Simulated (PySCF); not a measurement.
Si(F)2(GeH3)(OH) (F2GeH4OSi), SMILES O[Si](F)(F)[GeH3]. The structure is a stationary point at ωB97X-D3(BJ)/def2-SVP. The structure was generated by enumeration, and PubChem lists no compound with its InChIKey, so it may never have been made. The values are those of a single conformer.

Calculation: PySCF 2.14.0 with ωB97X-D3(BJ)/def2-SVP.

Harmonic wavenumbers (cm⁻¹): 84, 125, 133, 201, 238, 310, 344, 462, 500, 502, 756, 814, 885, 899, 901, 945, 984, 2203, 2204, 2205, 3921. Rotational constants (GHz): 3.774, 1.348, 1.339; symmetry number 1.

**Question.** Work out the zero-point energy and the ideal-gas rigid-rotor harmonic-oscillator thermochemistry at 298.15 K and 1 atm.

**Answer.** ZPE = ½ Σ hcν = ½ × 19617 cm⁻¹ = 28.04 kcal/mol. H − E(el) = 33.60 kcal/mol. Entropy in cal/(mol K): translation 41.10, rotation 28.25, vibration 19.38, total 88.73. G − E(el) = 7.15 kcal/mol. Cp = 28.18 cal/(mol K). Modes under 150 cm⁻¹ make the vibrational entropy uncertain.
